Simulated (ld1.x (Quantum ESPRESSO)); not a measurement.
iron: excitation energies, all-electron against TM

| Quantity | Value |
| --- | --- |
| Element | Fe (Z = 26) |
| Generator | ld1.x (Quantum ESPRESSO) 7.5 |
| Type | norm-conserving Troullier–Martins (Kleinman–Bylander form) |
| Functional | PBE |
| Relativity | scalar-relativistic |
| Frozen core | [Ar] |
| Valence charge | 8 |
| Reference configuration | 3d5 4s0 4p0 (charge +3) |
| Partial waves | 4s (bound, empty): rc 1.95 bohr; 3d (bound): rc 1.85 bohr; 4p (bound, empty): rc 1.80 bohr |
| Local potential | the p channel |
| Core correction | a·sin(br)/r model core inside 1.15 bohr |

Energies are relative to the spin-unpolarised reference configuration 3d5 4s0 4p0; without spin polarisation the order of configurations can differ from experiment.

| valence configuration | charge | ΔE all-electron (eV) | error AE − PS (meV) |
| --- | --- | --- | --- |
| 3d6 4s2 4p0 | 0 | -59.155 | -418 |
| 3d6 4s1 4p0 | +1 | -50.426 | -444 |
| 3d4 4s0 4p0 | +4 | 53.089 | -426 |
| 3d5 4s2 4p0 | +1 | -44.949 | -37 |
| 3d6 4s1 4p1 | 0 | -55.050 | -371 |
| 3d6 4s0 4p2 | 0 | -50.700 | -316 |

Q: What are ΔE and the potential's error for 3d6 4s0 4p0?

A: ΔE = -34.223 eV all-electron; the error (AE − PS) is -442 meV.

Levels in the configuration 3d6 4s1 4p0:

```
level  all-electron (eV)  pseudo (eV)
   3d            -15.956      -15.216
   4s            -12.328      -12.343
```

Note: ghost state, extra bound levels that the all-electron valence spectrum of the same l lacks: s at -320.5 eV. A true bound ghost makes a file unfit for plane-wave use.
